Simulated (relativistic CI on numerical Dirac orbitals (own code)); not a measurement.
Energy levels of W XVI

Calculated at this level of theory: Dirac-Coulomb-Breit CI, orbitals from a KLI potential per configuration, QED by a radiative potential, unscaled Slater integrals (own radial code, finite nucleus).

Configuration list (outside the closed core [Ar] 3d10 4p6): 4s²4d¹⁰4f¹¹5s², 4s²4d¹⁰4f¹²5s, 4s²4d¹⁰4f¹¹5s5p, 4s²4d¹⁰4f¹⁰5s²5p, 4s²4d¹⁰4f¹²5d, 4s²4d¹⁰4f¹²6s, 4s²4d⁹4f¹²5s², 4s²4d¹⁰4f¹⁰5s²6s, 4s²4d¹⁰4f¹¹5p6s, 4s4d¹⁰4f¹²5s², 4s²4d¹⁰4f¹³, 4s²4d⁹4f¹⁴, 4s4d¹⁰4f¹⁴, 4s²4d¹⁰4f¹²5p, 4s²4d⁹4f¹³5p, 4s4d¹⁰4f¹³5p, 4s²4d¹⁰4f¹²5f, 4s²4d⁹4f¹³5f, 4s4d¹⁰4f¹³5f. Double excitations out of closed p, d and f shells are left out; levels of such configurations are missing from the list, as are those of other unlisted configurations, and high levels can miss mixing partners.

The lowest level is 4s²4d¹⁰4f¹¹5s² ⁴I°15/2, with 96 % of that term; Hund's rules for 4s²4d¹⁰4f¹¹5s² give ⁴I° with J = 15/2, in agreement.

```
No.   Configuration  Term     J   E (eV)    %  Next component (%)
  1  4s²4d¹⁰4f¹¹5s²   ⁴I°  15/2   0.0000   96               4 ²K°
  2  4s²4d¹⁰4f¹¹5s²   ⁴I°  13/2   1.9069   99               1 ²K°
  3  4s²4d¹⁰4f¹¹5s²   ⁴I°  11/2   2.6995   66              30 ²H°
  4  4s²4d¹⁰4f¹¹5s²   ²G°   9/2   2.9722   28              25 ⁴F°
  5  4s²4d¹⁰4f¹¹5s²   ⁴I°   9/2   4.0005   45              40 ⁴F°
  6  4s²4d¹⁰4f¹¹5s²   ⁴S°   3/2   4.5300   50              26 ²P°
  7  4s²4d¹⁰4f¹¹5s²   ²H°  11/2   4.7764   39              30 ⁴G°
  8  4s²4d¹⁰4f¹¹5s²   ⁴F°   7/2   5.3172   87              12 ²G°
  9  4s²4d¹⁰4f¹¹5s²   ⁴F°   5/2   5.6934   76              23 ²D°
 10  4s²4d¹⁰4f¹¹5s²   ⁴F°   3/2   5.7731   47              30 ⁴S°
 11  4s²4d¹⁰4f¹¹5s²   ⁴F°   9/2   6.2146   31              30 ²G°
 12  4s²4d¹⁰4f¹¹5s²   ²K°  15/2   6.4127   89               7 ²L°
 13  4s²4d¹⁰4f¹¹5s²   ⁴G°  11/2   6.6841   62              34 ²H°
 14  4s²4d¹⁰4f¹¹5s²   ²G°   7/2   6.9088   55              29 ⁴G°
 15  4s²4d¹⁰4f¹¹5s²   ⁴G°   9/2   7.1247   76              15 ²H°
 16  4s²4d¹⁰4f¹¹5s²   ²K°  13/2   7.8657   86              13 ²I°
 17  4s²4d¹⁰4f¹¹5s²   ⁴F°   3/2   8.0222   34              28 ²P°
 18  4s²4d¹⁰4f¹¹5s²   ²P°   1/2   8.1730   92               8 ⁴D°
 19  4s²4d¹⁰4f¹¹5s²   ⁴G°   5/2   8.6322   73              16 ²D°
 20  4s²4d¹⁰4f¹¹5s²   ²D°   5/2   8.7243   57              20 ⁴F°
 21  4s²4d¹⁰4f¹¹5s²   ⁴G°   7/2   8.7760   61              33 ²G°
 22      4f¹²(3H)5s    ⁴H  13/2   8.8228   99                1 ²I
 23  4s²4d¹⁰4f¹¹5s²   ²H°   9/2   9.3681   41              35 ²G°
 24  4s²4d¹⁰4f¹¹5s²   ²D°   5/2   9.5451   53              33 ⁴D°
 25  4s²4d¹⁰4f¹¹5s²   ²I°  11/2   9.7018   65              32 ²H°
 26  4s²4d¹⁰4f¹¹5s²   ²L°  17/2   9.7440  100                    
 27      4f¹²(3H)5s    ⁴H  11/2   9.7541   73               25 ²H
 28  4s²4d¹⁰4f¹¹5s²   ⁴D°   7/2   9.9180   90               6 ²F°
 29      4f¹²(3F)5s    ⁴F   9/2  10.2166   70               24 ²G
 30  4s²4d¹⁰4f¹¹5s²   ²I°  13/2  10.4869   86              13 ²K°
```

Energies count from the lowest computed level; ° marks odd parity. Percentages are summed over parent terms; the parents shown are those of the largest component, closed shells are left out there.

The mean weight of the leading LS term, summed over parents, in these 30 levels is 68 %, and that of the leading jj configuration (from the same eigenvectors) 70 %.

At this charge transitions that keep the count of f electrons are usually good to a few per cent. Terms inside the open d or f shell come out 10 to 20 % too wide with unscaled integrals. Levels and lines within the n = 5 or 6 shells can be off by up to 10 % or somewhat more, and those that change n by about 2 %, since core polarisation is missing. Levels that differ in their count of f electrons can be misplaced by several ten thousand cm⁻¹, since the correlation energy of f electrons is missing or only estimated; rates across such gaps can be off by orders of magnitude.

LS names give the leading component of a level, which can be under half, so a name can repeat, a term be missing and a line seem to break the LS rules.
